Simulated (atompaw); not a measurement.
## He: variants of one PAW (atompaw) potential

Base potential:

atompaw 4.2.0.5 input, output lines left out:

```
He 2
GGA-PBESOL scalarrelativistic loggrid 1500 logderivrange -3 5 201
1 0 0 0 0 0
0 0 0
v
1
0.45 0.35 0.45 0.25
y
-0.75
n
y
0.05
y
1.85
n
custom rrkj vanderbiltortho sinc
2 0 troulliermartins
0.45
0.45
0.45
0.45
```

All-electron outer shells of the reference configuration (PBEsol, scalar-relativistic, ld1.x):

```csv
shell,level (eV),outermost node (bohr),outermost maximum (bohr)
1s,-15.50,–,0.57
```

Cutoffs, loose and tight: the cutoffs (Ry, on a coarse ladder) from which the occupation-weighted sum of valence levels, in a spherical-Bessel basis at the reference potential, stays within 10 and 1 mRy of its value at 400 Ry. They see the waves, projectors and local potential, not the compensation charge or the core. A dash means not determined.

| change | outcome | cutoff, loose | cutoff, tight | bound ghosts |
| --- | --- | --- | --- | --- |
| base | generated | 140 Ry | 230 Ry | none |
| wave 1s channel at -0.75 Ry: rc 0.45 bohr becomes 1s channel at -0.75 Ry: rc 0.24 bohr | failed: atompaw: The overlap operator has at least one negative eigenvalue! | – | – | – |
| wave 1s channel at -0.75 Ry: rc 0.45 bohr becomes 1s channel at -0.75 Ry: rc 0.26 bohr | failed: atompaw: The overlap operator has at least one negative eigenvalue! | – | – | – |
| wave 1s channel at -0.75 Ry: rc 0.45 bohr becomes 1s channel at -0.75 Ry: rc 0.30 bohr | failed: atompaw: The overlap operator has at least one negative eigenvalue! | – | – | – |
| wave 1s channel at -0.75 Ry: rc 0.45 bohr becomes 1s channel at -0.75 Ry: rc 0.32 bohr | failed: atompaw: The overlap operator has at least one negative eigenvalue! | – | – | – |
| wave 1s channel at -0.75 Ry: rc 0.45 bohr becomes 1s channel at -0.75 Ry: rc 0.34 bohr | failed: atompaw: The overlap operator has at least one negative eigenvalue! | – | – | – |
| wave 1s channel at -0.75 Ry: rc 0.45 bohr becomes 1s channel at -0.75 Ry: rc 0.36 bohr | generated | 120 Ry | 200 Ry | none |
| wave 1s channel at -0.75 Ry: rc 0.45 bohr becomes 1s channel at -0.75 Ry: rc 0.38 bohr | generated | 110 Ry | 180 Ry | none |
| wave 1s channel at -0.75 Ry: rc 0.45 bohr becomes 1s channel at -0.75 Ry: rc 0.42 bohr | generated | 110 Ry | 180 Ry | none |
| wave 1s channel at -0.75 Ry: rc 0.45 bohr becomes 1s channel at -0.75 Ry: rc 0.44 bohr | generated | 120 Ry | 200 Ry | none |
